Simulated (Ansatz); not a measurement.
`Cl[Si]Br` and `F[Si]Br` differ in one atom or group.

Ansatz, PBE0-D4/def2-TZVP geometries, multiplicity 1. 

Scalar relativity is left out up to krypton.

| property | `Cl[Si]Br` |
| --- | --- |
| LUMO energy (PBE0/def2-TZVPP) / eV | -2.97 |
| HOMO energy (B3LYP/def2-TZVPP) / eV | -7.44 |
| LUMO energy (PBE/def2-TZVPP) / eV | -3.71 |
| LUMO energy (ωB97M-V/def2-TZVPP) / eV | -0.97 |
| HOMO energy (PBE0/def2-TZVPP) / eV | -7.63 |
| HOMO–LUMO gap (PBE0/def2-TZVPP) / eV | 4.66 |

Question: Give the same properties after the change, and the shifts. (An estimate is asked.)

Answer: The calculation gave: 
| property | `F[Si]Br` | shift |
| --- | --- | --- |
| LUMO energy (PBE0/def2-TZVPP) / eV | -2.66 | 0.31 |
| HOMO energy (B3LYP/def2-TZVPP) / eV | -7.64 | -0.20 |
| LUMO energy (PBE/def2-TZVPP) / eV | -3.43 | 0.28 |
| LUMO energy (ωB97M-V/def2-TZVPP) / eV | -0.63 | 0.34 |
| HOMO energy (PBE0/def2-TZVPP) / eV | -7.84 | -0.21 |
| HOMO–LUMO gap (PBE0/def2-TZVPP) / eV | 5.17 | 0.51 |

With PBE0 the HOMO falls by 0.21 eV and the LUMO rises by 0.31 eV, so the gap widens by about 0.52 eV. PBE moves the HOMO by -0.17 eV and ωB97M-V by -0.23 eV.

B3LYP here is the variant with VWN-RPA as its local correlation; programs differ in this.

Spin–orbit coupling is left out; it splits and shifts lone-pair levels of the heavy atoms by tenths of an eV.
